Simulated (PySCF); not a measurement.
**Dipole moment and polarisability of `CSCc1ccccc1`**

Compound: C₈H₁₀S.
Numbering: `[CH3:1][S:2][CH2:3][c:4]1[cH:5][cH:6][cH:7][cH:8][cH:9]1` (hydrogens: H10, H11, H12 on C1; H13, H14 on C3; H15 on C5; H16 on C6; H17 on C7; H18 on C8; H19 on C9)

Geometry (PBE0-D3(BJ)/def2-SVP, Å), atoms numbered from 1 in this order:
```xyz
19
C8H10S angstrom
C      2.6023   -0.1286    1.2681
S      2.3836    1.5494    0.6465
C      1.3608    1.2075   -0.8186
C      0.0708    0.5013   -0.5113
C     -0.1944   -0.7651   -1.0397
C     -1.3876   -1.4265   -0.7462
C     -2.3314   -0.8276    0.0839
C     -2.0736    0.4349    0.6225
C     -0.8819    1.0900    0.3305
H      3.1970   -0.0517    2.1889
H      3.1473   -0.7583    0.5480
H      1.6343   -0.5944    1.5062
H      1.9486    0.6380   -1.5560
H      1.1707    2.2027   -1.2512
H      0.5444   -1.2391   -1.6923
H     -1.5774   -2.4164   -1.1683
H     -3.2662   -1.3433    0.3159
H     -2.8082    0.9100    1.2774
H     -0.6687    2.0674    0.7712
```

Level: CAM-B3LYP/def2-SVPD (PySCF), static field, nuclei fixed, core orbitals frozen in the response. The polarisability tensor in these axes (au):

```
x   131.43  14.60  -2.96
y    14.60 112.68   9.74
z    -2.96   9.74  94.83
```

Q: Give the principal values, the mean and the anisotropy Δα = √{½[(α1 − α2)² + (α2 − α3)² + (α1 − α3)²]}.

A: Principal values 88.58, 110.84 and 139.51 au; mean 112.98 au = 16.74 Å³ = 18.63 × 10⁻⁴⁰ C²·m²/J; Δα = 44.22 au (39 % of the mean).

Q: What is the dipole moment, and where does it point?

A: (-0.58, -1.33, -0.41) D, 1.51 D in size, pointing from the negative to the positive side. Measured along this direction, the outermost atoms are S2 at the negative end and H16 at the positive end.

Q: What are the principal values of the traceless quadrupole moment, Θ = ½Σq(3rr − r²1), about the centre of nuclear charge?

A: -5.48, 0.24, 5.24 D·Å. The values depend on the origin, since the dipole doesn't vanish. The electronic extent ⟨r²⟩ about the same centre is 1568 bohr², a root-mean-square distance of 2.44 Å for the 74 electrons.

Q: Rayleigh depolarisation ratio (linearly polarised light, static tensor)?

A: ρ = 3Δα²/(45ᾱ² + 4Δα²) = 5866.2/(574380 + 7821.7) = 0.0101.

Q: What would n − 1 = 2πNα be for an ideal gas of these molecules at 273.15 K and 1 atm, electronic part alone?

A: N = p/kT = 2.6868 × 10¹⁹ cm⁻³, so n − 1 = 2π × N × 16.74 × 10⁻²⁴ cm³ = 2826 × 10⁻⁶ at long wavelengths.

The structure is a single PBE0-D3(BJ)/def2-SVP conformer in the gas phase; no vibrational or solvent corrections.
